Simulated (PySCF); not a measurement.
A side-by-side comparison of computed properties.

First species: C6H7O3P.
InChI=1S/C6H7O3P/c1-4-9-5(3-10-4)6(7)8-2/h3H,1-2H3

Second species: C₃H₉Cl₃SSi₂.
Atom-mapped SMILES: `[CH3:1][CH2:2][Si@@H:3]([S:4][SiH3:5])[C:6]([Cl:7])([Cl:8])[Cl:9]` (hydrogens: H10, H11, H12 on C1; H13, H14 on C2; H15 on Si3; H16, H17, H18 on Si5)

Levels: PBE0/pcSseg-1 for dipole moment, HOMO energy, LUMO energy and HOMO–LUMO gap; GFN2-xTB for rotational constant A and rotational constant C. Geometries: GFN2-xTB. Each structure is a single optimised conformer of the isolated species, non-relativistic unless stated. Electronic properties by PySCF.

The conformers computed, where there is a choice (atom-mapped SMILES and torsion angles):
- `[CH3:1][O:2][C:3](=[O:4])[c:5]1[cH:6][p:7][c:8]([CH3:9])[o:10]1`: C1–O2–C3–O4 1°, O2–C3–C5–C6 179°
- `[CH3:1][CH2:2][Si@@H:3]([S:4][SiH3:5])[C:6]([Cl:7])([Cl:8])[Cl:9]`: C1–C2–Si3–S4 55°, C2–Si3–S4–Si5 162°, C2–Si3–C6–Cl7 -67°

Values for the first species:

```
Dipole moment         : 2.70 D
HOMO energy           : -6.90 eV
LUMO energy           : -1.46 eV
HOMO–LUMO gap         : 5.44 eV
Rotational constant A : 2.512 GHz
Rotational constant C : 0.554 GHz
```

Q: Estimate the same properties for the second species, and the change in each.

A: 
```json
{"property": "dipole moment", "first": "2.70 D", "second": "0.96 D", "second less first": "-1.74 D"}
{"property": "HOMO energy", "first": "-6.90 eV", "second": "-7.57 eV", "second less first": "-0.67 eV"}
{"property": "LUMO energy", "first": "-1.46 eV", "second": "-0.85 eV", "second less first": "+0.61 eV"}
{"property": "HOMO–LUMO gap", "first": "5.44 eV", "second": "6.72 eV", "second less first": "+1.28 eV"}
{"property": "rotational constant A", "first": "2.512 GHz", "second": "0.685 GHz", "second less first": "-1.827 GHz"}
{"property": "rotational constant C", "first": "0.554 GHz", "second": "0.395 GHz", "second less first": "-0.159 GHz"}
```

On the first: The dipole matches unit charges of opposite sign 0.56 Å apart (1 e·Å = 4.8032 D). GFN2-xTB frequencies show an imaginary mode (42i cm⁻¹), so this geometry is no minimum at that level.

On the second: The dipole matches unit charges of opposite sign 0.20 Å apart (1 e·Å = 4.8032 D).
